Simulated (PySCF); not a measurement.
## Working with the constants of GaC

UHF-CCSD(T) constants of GaC, ⁴Σ⁻ (quartet), unpaired electrons σ ↑, π ↑↑ (PySCF, no relativity, basis sets Ga def2-SVP, C def2-SVP; masses 68.9256 and 12.0000 u):

| Item | Value |
| --- | --- |
| ωe | 570.6 cm⁻¹ |
| ωexe | 3.23 cm⁻¹ |
| Be | 0.4113 cm⁻¹ |
| αe | 0.00352 cm⁻¹ |
| D (centrifugal) | 8.55e-07 cm⁻¹ |
| De to Ga + C | 2.95 eV |

(1) Give the vibrational terms G(v) and spacings up to v = 6.

(2) How well does the Morse estimate ωe²/(4ωexe) reproduce De, and what is D0?

Correlated steps freeze 10 core orbitals. Correlated levels converge slowly with the basis: in double zeta they bind strong bonds too weakly, by up to about 1 eV, and carry superposition errors of some tenths. Spin–orbit coupling is left out. The state is the lowest determinant that a PBE0 search found; another state may lie lower at other levels.

## Answers

(1) G(v) = ωe(v+½) − ωexe(v+½)².

```tsv
v	G(v) (cm⁻¹)	G(v) − G(v−1)	Bv (cm⁻¹)
0	284.5		0.4095
1	848.6	564.1	0.4060
2	1406.3	557.7	0.4025
3	1957.5	551.2	0.3990
4	2502.3	544.8	0.3955
5	3040.6	538.3	0.3919
6	3572.4	531.8	0.3884
```

(2) It gives 3.12 eV, 106 % of the computed De. D0 = De − G(0) = 2.95 − 0.04 = 2.91 eV.
